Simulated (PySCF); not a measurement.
Species: GaCl2(NH2).
SMILES: `[NH2][Ga]([Cl])[Cl]`

Computed with PBE0-D3(BJ)/def2-SVP geometry optimisation, gas phase in PySCF.

Masses are those of the commonest isotopes; rigid-rotor values at the optimised geometry. 

Problem. Give the principal moments of inertia and the rotational constants in GHz.

Solution. Ia = 125.22, Ib = 235.73, Ic = 360.95 u·Å²; 505379 MHz·u·Å²/I gives 4036, 2144 and 1400 MHz, that is A = 4.0360, B = 2.1439, C = 1.4001 GHz.

Problem. What kind of rotor is it?

Solution. An asymmetric top: κ = (2 × 2144 − 4036 − 1400)/(4036 − 1400) = -0.44.

Problem. What does the inertial defect say?

Solution. Planar: Δ = Ic − Ia − Ib = 0.00 u·Å². For a rigid frame Δ = −2 Σ m c², so it vanishes when all atoms lie in the ab plane; here none is more than 0.01 Å from it.

Problem. Give the coordinates in the principal-axis frame, origin at the centre of mass.

Solution. The sense of each axis is arbitrary; atoms in the order of the calculation.
```
atom  mass (u)   a (Å)   b (Å)   c (Å)
 Ga1    68.926   0.000  -0.301   0.000
 Cl2    34.969   1.835   0.783   0.000
 Cl3    34.969  -1.825   0.799   0.000
  N4    14.003  -0.020  -2.089   0.001
  H5     1.008  -0.874  -2.631  -0.004
  H6     1.008   0.818  -2.655  -0.007
```

Problem. Which lines would a microwave search look for?

Solution. The dipole components are |μa| = 0.00 D, |μb| = 2.86 D, |μc| = 0.00 D; the symmetry axis of this C2v structure is b, so μa and μc vanish by symmetry and there are no a-type or c-type lines. Some lines, for components of 0.1 D or more:

```
type  branch         J(Ka,Kc)    MHz  lower level (cm⁻¹)
   b       Q  1(1,0) ← 1(0,1)   2636               0.118
   b       Q  3(2,1) ← 3(1,2)   5529               0.855
   b       Q  2(2,0) ← 2(1,1)   5856               0.467
   b       Q  4(1,3) ← 4(0,4)   7627               1.108
   b       Q  2(2,1) ← 2(1,2)   7908               0.393
   b       R  3(0,3) ← 2(1,2)   8645               0.393
   b       Q  3(2,2) ← 3(1,3)   9125               0.707
   b       Q  4(3,1) ← 4(2,2)   9821               1.554
   b       Q  3(3,0) ← 3(2,1)  10611               1.039
   b       R  3(1,3) ← 2(0,2)  10743               0.349
   b       Q  4(2,3) ← 4(1,4)  10761               1.121
   b       Q  3(3,1) ← 3(2,2)  11421               1.011
   b       R  4(0,4) ← 3(1,3)  12019               0.707
   b       R  2(2,0) ← 1(1,1)  14432               0.181
   b       Q  4(4,1) ← 4(3,2)  15598               1.875
   b       R  3(2,2) ← 2(1,1)  16308               0.467
   b       R  4(2,3) ← 3(1,2)  18725               0.855
   b       R  3(2,1) ← 2(1,2)  19378               0.393
   b       R  3(3,1) ← 2(2,0)  21874               0.663
   b       R  3(3,0) ← 2(2,1)  22082               0.657
   b       R  4(3,2) ← 3(2,1)  25050               1.039
   b       R  4(2,2) ← 3(1,3)  25382               0.707
   b       R  4(3,1) ← 3(2,2)  26078               1.011
```

Problem. Estimate the classical rotational partition function at 25 K, 50 K and 500 K.

Solution. Point group C2v, symmetry number σ = 2; q = (√π/σ)·√((kT/h)³/(ABC)), k/h = 20836.6 MHz/K: 3030 at 25 K, 8560 at 50 K, 271000 at 500 K.

No PBE0-D3(BJ)/def2-SVP frequencies stand behind this structure, so it isn't proved a minimum. These are rigid-rotor constants of the computed structure; measured ground-state constants (B0) also hold zero-point vibration. Quadrupole hyperfine structure (14N, 35Cl, 69Ga) is left out.
